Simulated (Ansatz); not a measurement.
Ansatz (a first-principles code) input (B3LYP-D3(BJ)/def2-TZVP):

Ansatz 0.2 input:
```yaml
crystal:
  periodic: [false, false, false]
  atoms:
    - {symbol: C, position_ang: [-1.84654988, 0.17801064, 0.27515393]}
    - {symbol: C, position_ang: [-0.50047735, -0.03177211, -0.19799215]}
    - {symbol: O, position_ang: [-0.20916285, -0.37836689, -1.32634448]}
    - {symbol: O, position_ang: [0.42080695, 0.20361409, 0.76904635]}
    - {symbol: C, position_ang: [1.78530811, 0.01618117, 0.37533574]}
    - {symbol: H, position_ang: [-2.66019230, 0.01830819, -0.41477663]}
    - {symbol: H, position_ang: [-2.03765266, 0.48653027, 1.29178543]}
    - {symbol: H, position_ang: [2.04276713, 0.68685391, -0.44432986]}
    - {symbol: H, position_ang: [2.37891561, 0.24357599, 1.25638025]}
    - {symbol: H, position_ang: [1.95332415, -1.01176415, 0.05434072]}
basis:
  gaussian:
    orbitals: def2-TZVP
hamiltonian:
  xc: b3lyp
  dispersion: d3bj
magnetization: {spin_polarized: true, initial_magnetization: 1}
phonons: {temperatures: {t_min: 298.15, t_max: 298.15, t_step: 100}}
```

Output:

```
Functional definition: B3LYP
integrals: 0.09 GiB planned
1062 factors; their error is unknown
mean field: 1.08 GiB planned
mean field evaluation 1: about -7280.7847 eV, gradient 4.5e1 eV
mean field evaluation 2: about -7274.2399 eV, gradient 6.2e1 eV
mean field evaluation 4: about -7288.2294 eV, gradient 3.9e0 eV
mean field evaluation 8: about -7288.2815 eV, gradient 1.5e-1 eV
mean field evaluation 16: about -7288.2754 eV, gradient 5.0e-3 eV
mean field -7288.27540852 eV, -267.8391810924 hartree, gradient 7.5e-5 eV, S^2 0.757046; 0 other end points of the search recorded, 0 dependent functions left out
the calculation of the forces begins
reference -7288.27566118 eV, -267.8391903778 hartree; 20, 19 occupied and 165, 166 virtual orbitals, 1062 factors
these checks for a lower state are left out or cut short: stability, starts, cluster_reference, orbital_swaps, neighbouring_geometries, increment
integrals: 0.09 GiB planned
1062 factors; their error is unknown
mean field: 1.08 GiB planned
mean field -7288.27521008 eV, -267.8391738002 hartree, gradient 2.9e-6 eV, S^2 0.757017; 0 other end points of the search recorded, 0 dependent functions left out
the calculation of the forces begins
reference -7288.27546272 eV, -267.8391830844 hartree; 20, 19 occupied and 165, 166 virtual orbitals, 1062 factors
these checks for a lower state are left out or cut short: stability, starts, cluster_reference, orbital_swaps, neighbouring_geometries, increment
integrals: 0.09 GiB planned
1062 factors; their error is unknown
mean field: 1.09 GiB planned
mean field evaluation 32: about -7288.2749 eV, gradient 3.6e-1 eV
mean field -7288.27520270 eV, -267.8391735287 hartree, gradient 2.7e-6 eV, S^2 0.757076; 0 other end points of the search recorded, 0 dependent functions left out
the calculation of the forces begins
reference -7288.27545540 eV, -267.8391828153 hartree; 20, 19 occupied and 165, 166 virtual orbitals, 1062 factors
these checks for a lower state are left out or cut short: stability, starts, cluster_reference, orbital_swaps, neighbouring_geometries, increment
integrals: 0.09 GiB planned
1062 factors; their error is unknown
mean field: 1.08 GiB planned
mean field -7288.27527592 eV, -267.8391762195 hartree, gradient 2.7e-6 eV, S^2 0.757071; 0 other end points of the search recorded, 0 dependent functions left out
the calculation of the forces begins
reference -7288.27552857 eV, -267.8391855042 hartree; 20, 19 occupied and 165, 166 virtual orbitals, 1062 factors
these checks for a lower state are left out or cut short: stability, starts, cluster_reference, orbital_swaps, neighbouring_geometries, increment
integrals: 0.09 GiB planned
1062 factors; their error is unknown
mean field: 1.08 GiB planned
mean field -7288.27534194 eV, -267.8391786457 hartree, gradient 2.9e-6 eV, S^2 0.757022; 0 other end points of the search recorded, 0 dependent functions left out
the calculation of the forces begins
reference -7288.27559462 eV, -267.8391879317 hartree; 20, 19 occupied and 165, 166 virtual orbitals, 1062 factors
these checks for a lower state are left out or cut short: stability, starts, cluster_reference, orbital_swaps, neighbouring_geometries, increment
integrals: 0.09 GiB planned
1062 factors; their error is unknown
mean field: 1.09 GiB planned
mean field -7288.27515388 eV, -267.8391717349 hartree, gradient 2.5e-6 eV, S^2 0.757160; 0 other end points of the search recorded, 0 dependent functions left out
the calculation of the forces begins
reference -7288.27540652 eV, -267.8391810192 hartree; 20, 19 occupied and 165, 166 virtual orbitals, 1062 factors
these checks for a lower state are left out or cut short: stability, starts, cluster_reference, orbital_swaps, neighbouring_geometries, increment
integrals: 0.09 GiB planned
[...]
integrals: 0.09 GiB planned
1062 factors; their error is unknown
mean field: 1.08 GiB planned
mean field -7288.27531340 eV, -267.8391775971 hartree, gradient 2.8e-6 eV, S^2 0.757053; 0 other end points of the search recorded, 0 dependent functions left out
the calculation of the forces begins
reference -7288.27556613 eV, -267.8391868846 hartree; 20, 19 occupied and 165, 166 virtual orbitals, 1062 factors
these checks for a lower state are left out or cut short: stability, starts, cluster_reference, orbital_swaps, neighbouring_geometries, increment
integrals: 0.09 GiB planned
1062 factors; their error is unknown
mean field: 1.09 GiB planned
mean field -7288.27528658 eV, -267.8391766112 hartree, gradient 2.8e-6 eV, S^2 0.757040; 0 other end points of the search recorded, 0 dependent functions left out
the calculation of the forces begins
reference -7288.27553919 eV, -267.8391858946 hartree; 20, 19 occupied and 165, 166 virtual orbitals, 1062 factors
these checks for a lower state are left out or cut short: stability, starts, cluster_reference, orbital_swaps, neighbouring_geometries, increment
integrals: 0.09 GiB planned
1062 factors; their error is unknown
mean field: 1.08 GiB planned
mean field evaluation 224: about -7288.2754 eV, gradient 2.8e-6 eV
mean field -7288.27538420 eV, -267.8391801990 hartree, gradient 2.8e-6 eV, S^2 0.757047; 0 other end points of the search recorded, 0 dependent functions left out
the calculation of the forces begins
reference -7288.27563686 eV, -267.8391894841 hartree; 20, 19 occupied and 165, 166 virtual orbitals, 1062 factors
these checks for a lower state are left out or cut short: stability, starts, cluster_reference, orbital_swaps, neighbouring_geometries, increment
integrals: 0.09 GiB planned
1062 factors; their error is unknown
mean field: 1.08 GiB planned
mean field -7288.27541249 eV, -267.8391812386 hartree, gradient 2.8e-6 eV, S^2 0.757047; 0 other end points of the search recorded, 0 dependent functions left out
the calculation of the forces begins
reference -7288.27566517 eV, -267.8391905242 hartree; 20, 19 occupied and 165, 166 virtual orbitals, 1062 factors
these checks for a lower state are left out or cut short: stability, starts, cluster_reference, orbital_swaps, neighbouring_geometries, increment
integrals: 0.09 GiB planned
1062 factors; their error is unknown
mean field: 1.08 GiB planned
mean field -7288.27541019 eV, -267.8391811540 hartree, gradient 2.8e-6 eV, S^2 0.757049; 0 other end points of the search recorded, 0 dependent functions left out
the calculation of the forces begins
reference -7288.27566288 eV, -267.8391904403 hartree; 20, 19 occupied and 165, 166 virtual orbitals, 1062 factors
these checks for a lower state are left out or cut short: stability, starts, cluster_reference, orbital_swaps, neighbouring_geometries, increment
integrals: 0.09 GiB planned
1062 factors; their error is unknown
mean field: 1.09 GiB planned
mean field -7288.27536314 eV, -267.8391794250 hartree, gradient 2.8e-6 eV, S^2 0.757044; 0 other end points of the search recorded, 0 dependent functions left out
the calculation of the forces begins
reference -7288.27561578 eV, -267.8391887094 hartree; 20, 19 occupied and 165, 166 virtual orbitals, 1062 factors
these checks for a lower state are left out or cut short: stability, starts, cluster_reference, orbital_swaps, neighbouring_geometries, increment
integrals: 0.09 GiB planned
1062 factors; their error is unknown
mean field: 1.09 GiB planned
mean field -7288.27536719 eV, -267.8391795739 hartree, gradient 2.8e-6 eV, S^2 0.757048; 0 other end points of the search recorded, 0 dependent functions left out
the calculation of the forces begins
reference -7288.27561990 eV, -267.8391888607 hartree; 20, 19 occupied and 165, 166 virtual orbitals, 1062 factors
these checks for a lower state are left out or cut short: stability, starts, cluster_reference, orbital_swaps, neighbouring_geometries, increment
integrals: 0.09 GiB planned
1062 factors; their error is unknown
mean field: 1.08 GiB planned
mean field evaluation 256: about -7288.2754 eV, gradient 2.6e-4 eV
mean field -7288.27535239 eV, -267.8391790300 hartree, gradient 2.8e-6 eV, S^2 0.757046; 0 other end points of the search recorded, 0 dependent functions left out
the calculation of the forces begins
reference -7288.27560502 eV, -267.8391883140 hartree; 20, 19 occupied and 165, 166 virtual orbitals, 1062 factors
these checks for a lower state are left out or cut short: stability, starts, cluster_reference, orbital_swaps, neighbouring_geometries, increment
integrals: 0.09 GiB planned
1062 factors; their error is unknown
mean field: 1.08 GiB planned
mean field -7288.27534277 eV, -267.8391786762 hartree, gradient 2.8e-6 eV, S^2 0.757046; 0 other end points of the search recorded, 0 dependent functions left out
the calculation of the forces begins
reference -7288.27559539 eV, -267.8391879601 hartree; 20, 19 occupied and 165, 166 virtual orbitals, 1062 factors
these checks for a lower state are left out or cut short: stability, starts, cluster_reference, orbital_swaps, neighbouring_geometries, increment
integrals: 0.09 GiB planned
1062 factors; their error is unknown
mean field: 1.08 GiB planned
mean field -7288.27534586 eV, -267.8391787900 hartree, gradient 2.8e-6 eV, S^2 0.757047; 0 other end points of the search recorded, 0 dependent functions left out
the calculation of the forces begins
reference -7288.27559857 eV, -267.8391880769 hartree; 20, 19 occupied and 165, 166 virtual orbitals, 1062 factors
these checks for a lower state are left out or cut short: stability, starts, cluster_reference, orbital_swaps, neighbouring_geometries, increment
integrals: 0.09 GiB planned
1062 factors; their error is unknown
mean field: 1.08 GiB planned
mean field -7288.27533979 eV, -267.8391785667 hartree, gradient 2.8e-6 eV, S^2 0.757046; 0 other end points of the search recorded, 0 dependent functions left out
the calculation of the forces begins
reference -7288.27559253 eV, -267.8391878549 hartree; 20, 19 occupied and 165, 166 virtual orbitals, 1062 factors
these checks for a lower state are left out or cut short: stability, starts, cluster_reference, orbital_swaps, neighbouring_geometries, increment
integrals: 0.09 GiB planned
1062 factors; their error is unknown
mean field: 1.08 GiB planned
mean field evaluation 288: about -7288.2753 eV, gradient 2.8e-6 eV
mean field -7288.27531729 eV, -267.8391777399 hartree, gradient 2.8e-6 eV, S^2 0.757047; 0 other end points of the search recorded, 0 dependent functions left out
the calculation of the forces begins
reference -7288.27556988 eV, -267.8391870225 hartree; 20, 19 occupied and 165, 166 virtual orbitals, 1062 factors
these checks for a lower state are left out or cut short: stability, starts, cluster_reference, orbital_swaps, neighbouring_geometries, increment
integrals: 0.09 GiB planned
1062 factors; their error is unknown
mean field: 1.09 GiB planned
mean field -7288.27539453 eV, -267.8391805786 hartree, gradient 2.8e-6 eV, S^2 0.757047; 0 other end points of the search recorded, 0 dependent functions left out
the calculation of the forces begins
reference -7288.27564724 eV, -267.8391898655 hartree; 20, 19 occupied and 165, 166 virtual orbitals, 1062 factors
these checks for a lower state are left out or cut short: stability, starts, cluster_reference, orbital_swaps, neighbouring_geometries, increment
integrals: 0.09 GiB planned
1062 factors; their error is unknown
mean field: 1.08 GiB planned
mean field -7288.27536419 eV, -267.8391794636 hartree, gradient 2.8e-6 eV, S^2 0.757046; 0 other end points of the search recorded, 0 dependent functions left out
the calculation of the forces begins
reference -7288.27561682 eV, -267.8391887474 hartree; 20, 19 occupied and 165, 166 virtual orbitals, 1062 factors
Total energy: -7288.55258774 eV, -267.8493672410 hartree
Atom 0 at    -1.846550     0.178011     0.275154 Å, force    -0.000478     0.000018    -0.000024 eV/Å
Atom 1 at    -0.500477    -0.031772    -0.197992 Å, force    -0.001503     0.000212     0.000452 eV/Å
Atom 2 at    -0.209163    -0.378367    -1.326344 Å, force     0.000254    -0.000275    -0.000892 eV/Å
Atom 3 at     0.420807     0.203614     0.769046 Å, force     0.001152    -0.000079    -0.000064 eV/Å
Atom 4 at     1.785308     0.016181     0.375336 Å, force     0.000744     0.000202     0.000823 eV/Å
Atom 5 at    -2.660192     0.018308    -0.414777 Å, force    -0.000054    -0.000030    -0.000111 eV/Å
Atom 6 at    -2.037653     0.486530     1.291785 Å, force     0.000057     0.000006     0.000029 eV/Å
Atom 7 at     2.042767     0.686854    -0.444330 Å, force    -0.000094     0.000071     0.000008 eV/Å
Atom 8 at     2.378916     0.243576     1.256380 Å, force     0.000022    -0.000078    -0.000263 eV/Å
Atom 9 at     1.953324    -1.011764     0.054341 Å, force    -0.000100    -0.000046     0.000042 eV/Å
Dipole moment:    -0.003378     0.110716     0.376524 e Å
Vibrations: 141.09 173.77 286.66 314.62 424.68 622.58 656.44 772.89 852.93 1009.69 1075.05 1173.91 1212.32 1276.39 1452.82 1475.83 1483.78 1497.68 1684.97 3049.47 3115.82 3154.27 3173.76 3292.44 cm⁻¹, zero-point energy 2.068914 eV
```

It need not be the lowest isomer of its formula.
